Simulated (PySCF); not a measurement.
Two species compared at the same levels of theory.

First species: C₇H₁₅OP.
SMILES: `C=C[P@@](C)(=O)C(C)(C)C`

Second species: C7H15OP.
SMILES: `CC[C@@H]1CC[C@H](C)[P@H]1=O`

Levels: PBE0/pcSseg-1 for HOMO energy, LUMO energy and HOMO–LUMO gap. Geometries: GFN2-xTB. Each species is one conformer at its optimised geometry, gas phase, non-relativistic unless stated. Electronic properties by PySCF.

Dipoles, sizes and rotational constants follow the conformer. The torsions of the flexible species, by atom-mapped SMILES:
- `[CH2:1]=[CH:2][P@@:3]([CH3:4])(=[O:5])[C:6]([CH3:7])([CH3:8])[CH3:9]`: C1–C2–P3–C4 -130°, C2–P3–C6–C7 54°

The conformers of `CC[C@@H]1CC[C@H](C)[P@H]1=O` aren't listed.

Values for the first species:

- HOMO energy: -7.33 eV
- LUMO energy: -0.52 eV
- HOMO–LUMO gap: 6.81 eV

(1) Estimate the same properties for the second species, and the change in each.

Results:

(1) 
| property | first | second | second less first |
| --- | --- | --- | --- |
| HOMO energy | -7.33 eV | -7.20 eV | +0.13 eV |
| LUMO energy | -0.52 eV | 0.86 eV | +1.38 eV |
| HOMO–LUMO gap | 6.81 eV | 8.06 eV | +1.25 eV |

